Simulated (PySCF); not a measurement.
Isomers of [C8H16N]+ (charge +1), from PySCF, PBE0-D3(BJ)/def2-SVP geometry optimisation, gas phase. One conformer each, no zero-point energy, no frequencies.

**Question.** Which isomer lies lowest at this level?
A. `[CH2:1]1[CH2:2][CH2:3][N+:4]2([CH2:5]1)[CH2:6][CH2:7][CH2:8][CH2:9]2` (charge +1) with C5–C1–C2–C3 43°, C1–C2–C3–N4 -38°, C2–C3–N4–C5 19°, C3–N4–C5–C1 7°: A = 3290, B = 1230, C = 1190 MHz, dipole 0.57 D
B. `[CH2:1]=[CH:2][CH2:3][CH2:4][N+:5]1([CH3:6])[CH2:7][CH2:8][CH2:9]1` (charge +1) with C1–C2–C3–C4 -132°, C2–C3–C4–N5 72°, C3–C4–N5–C6 -70°, C4–N5–C7–C8 -131°, N5–C7–C8–C9 13°, C7–C8–C9–N5 -13°, C4–N5–C9–C8 130°: A = 3244, B = 942.5, C = 914.8 MHz, dipole 3.21 D
C. `[CH2:1]1[CH2:2][CH2:3][CH:4]([C@H:5]2[CH2:6][CH2:7][NH2+:8]2)[CH2:9]1` (charge +1) with C3–C4–C5–C6 -167°, C9–C1–C2–C3 -43°, C1–C2–C3–C4 35°, C2–C3–C4–C5 -135°, C4–C5–C6–C7 131°: A = 3785, B = 966.5, C = 834.3 MHz, dipole 6.97 D

**Answer.** A. That is `C1CC[N+]2(C1)CCCC2`, 16.4 kcal/mol below the next.

| SMILES | mapped SMILES | E (Eh) | relative (kcal/mol) | relative (kJ/mol) | dipole about centre of mass (D) |
| --- | --- | --- | --- | --- | --- |
| C1CC[N+]2(C1)CCCC2 | [CH2:1]1[CH2:2][CH2:3][N+:4]2([CH2:5]1)[CH2:6][CH2:7][CH2:8][CH2:9]2 | -368.33103 | 0.0 | 0.0 | 0.57 |
| C1CCC([C@H]2CC[NH2+]2)C1 | [CH2:1]1[CH2:2][CH2:3][CH:4]([C@H:5]2[CH2:6][CH2:7][NH2+:8]2)[CH2:9]1 | -368.30494 | 16.4 | 68.5 | 6.97 |
| C=CCC[N+]1(C)CCC1 | [CH2:1]=[CH:2][CH2:3][CH2:4][N+:5]1([CH3:6])[CH2:7][CH2:8][CH2:9]1 | -368.26159 | 43.6 | 182.3 | 3.21 |

As drawn, the highest has a four-membered ring, which the lowest lacks.
